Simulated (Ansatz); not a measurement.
```xyz
9

N    -0.806    0.775    1.265
Hf   -0.196    0.271   -0.585
N     1.126   -1.216   -0.315
Cl   -2.051   -0.506   -1.822
Cl    0.870    2.128   -1.580
H    -0.494    0.355    2.128
H    -1.482    1.498    1.474
H     2.128   -1.102   -0.239
H     0.907   -2.204   -0.326
```

The species carries charge 0 and has multiplicity 1. Hf: def2 effective core potential.

List the r2SCAN/def2-TZVPP orbital energies in eV (Ansatz 0.2.0). (Best estimate.)

Computed: Occupied: -2752.85, -2752.85, -385.08, -384.88, -254.25, -254.25, -192.72, -192.72, -192.69, -192.68, -192.68, -192.68, -66.18, -35.18, -35.16, -35.06, -21.89, -21.63, -20.54, -20.40, -12.63, -12.41, -10.19, -9.82, -9.24, -8.99, -8.43, -8.33, -8.16, -8.00, -6.98, -6.69. Lowest empty: -1.52, -1.29, -0.58, -0.37, -0.32, 0.00, 1.35, 2.07.
